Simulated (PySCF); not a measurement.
Compound: C₂H₉BGeO₃.
Z-matrix (Å and degrees, PBE0-D3(BJ)/def2-SVP geometry), rows numbered from 1:
```
C 
O   1  1.4030
B   2  1.3671  1  122.18
O   3  1.3605  2  119.48  1    -0.98
C   4  1.4025  3  121.65  2  -179.82
O   3  1.3605  2  118.53  1   179.78
Ge  6  1.7972  3  121.33  2     0.06
H   1  1.1032  2  110.82  3   -91.15
H   1  1.1012  2  111.75  3    29.57
H   1  1.1002  2  108.70  3   150.07
H   5  1.1031  4  110.66  3   -94.72
H   5  1.1007  4  108.77  3   146.70
H   5  1.1010  4  111.85  3    26.05
H   7  1.5362  6  103.73  3   179.83
H   7  1.5364  6  109.34  3    61.17
H   7  1.5362  6  109.22  3   -61.57
```

Level: CAM-B3LYP/def2-SVPD in PySCF, non-relativistic, on one gas-phase PBE0-D3(BJ)/def2-SVP geometry that isn't relaxed in the solvent. The solvent is an IEF-PCM continuum (Bondi radii, 1.10 Å for H, scaled by 1.2), and excitations are vertical TDDFT with non-equilibrium linear response and a frozen core. The model holds no explicit solvent molecules, cavitation or dispersion. Spin–orbit coupling is left out although an atom past zinc is present.

Gas-phase singlets (H = HOMO, L = LUMO):

| state | E (eV) | λ (nm) | f | leading configurations |
| --- | --- | --- | --- | --- |
| S1 | 7.462 | 166 | 0.001 | H-1→L 71%, H-1→L+1 11% |
| S2 | 7.528 | 165 | 0.001 | H→L 87% |
| S3 | 7.932 | 156 | 0.020 | H-2→L 39%, H-3→L 17% |
| S4 | 8.047 | 154 | 0.013 | H-1→L+1 56%, H-1→L 17% |
| S5 | 8.420 | 147 | 0.054 | H→L+1 46%, H→L+2 12% |

Give the list for acetone (ε = 20.49), n² = 1.85.

| state | E (eV) | λ (nm) | f | leading configurations | change by rank (eV) |
| --- | --- | --- | --- | --- | --- |
| S1 | 7.516 | 165 | 0.001 | H-1→L 68%, H-1→L+1 11% | +0.054 |
| S2 | 7.545 | 164 | 0.001 | H→L 82% | +0.017 |
| S3 | 7.962 | 156 | 0.022 | H-2→L 46%, H-2→L+1 15% | +0.030 |
| S4 | 8.115 | 153 | 0.021 | H-1→L+1 50%, H-1→L 17% | +0.068 |
| S5 | 8.431 | 147 | 0.124 | H-4→L 26%, H-1→L+1 14% | +0.011 |

The ground-state energy changes by -0.119 eV from gas to acetone. By how much does the total energy of gas-phase S1 change?

E(S1) = E(S0) + excitation energy, so it changes by -0.119 + 0.054 = -0.065 eV: it is lowered less than the ground state, which is what a blue shift means. This is the vertical state, with the slow part of the continuum still set for S0.

How do the frontier levels move from gas to acetone?

| orbital | gas (eV) | solvent (eV) | change (eV) |
| --- | --- | --- | --- |
| LUMO+2 | 1.66 | 1.72 | +0.06 |
| LUMO+1 | 0.97 | 1.08 | +0.11 |
| LUMO | 0.77 | 0.76 | -0.01 |
| HOMO | -9.62 | -9.68 | -0.06 |
| HOMO-1 | -9.88 | -9.94 | -0.06 |
| HOMO-2 | -10.45 | -10.47 | -0.02 |
| HOMO-3 | -10.55 | -10.60 | -0.05 |

The HOMO–LUMO gap goes from 10.39 to 10.44 eV.
